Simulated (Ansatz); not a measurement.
Spectroscopic constants of KBr, closed-shell singlet (the spin of the measured ground state). No spin–orbit coupling. K is treated without relativity. Br is treated without relativity.

Constants: fifth-degree fit in 1/R to seven points, most abundant isotopes. In def2 and cc sets the state is the lowest found near the PBE0 minimum, followed along R. The singlet is held restricted. HF and MP2 rows in def2 and cc sets belong to the determinant that coupled cluster picked by its CCSD energy.

Correlated levels freeze the inner cores; with def2 sets outer-core shells near the valence are correlated too.

Codes used: Ansatz (a quantum-chemistry and plane-wave program). Each number belongs to the level named beside it.

Energies at SCS-MP2/def2-QZVPP:

```json
[
 {"R (Å)": "2.648644", "E (hartree)": "-3172.46359969"},
 {"R (Å)": "2.719844", "E (hartree)": "-3172.46623887"},
 {"R (Å)": "2.785348", "E (hartree)": "-3172.46750606"},
 {"R (Å)": "2.859396", "E (hartree)": "-3172.46787141"},
 {"R (Å)": "2.933444", "E (hartree)": "-3172.46734294"},
 {"R (Å)": "3.018884", "E (hartree)": "-3172.46588411"},
 {"R (Å)": "3.118564", "E (hartree)": "-3172.46334179"}
]
```

Q: With a reduced mass of 26.0850 u, find the minimum, the force constant and the constants.

A: A fifth-degree polynomial in 1/R puts the minimum at r_e = 2.8497 Å with force constant 73.1 N/m. Then ω_e = (1/2πc)√(k/μ) = 218 cm⁻¹ and B_e = h/(8π²cμr_e²) = 0.07958 cm⁻¹; the cubic and quartic terms give α_e = 0.00038 and ω_e x_e = 0.75 cm⁻¹.
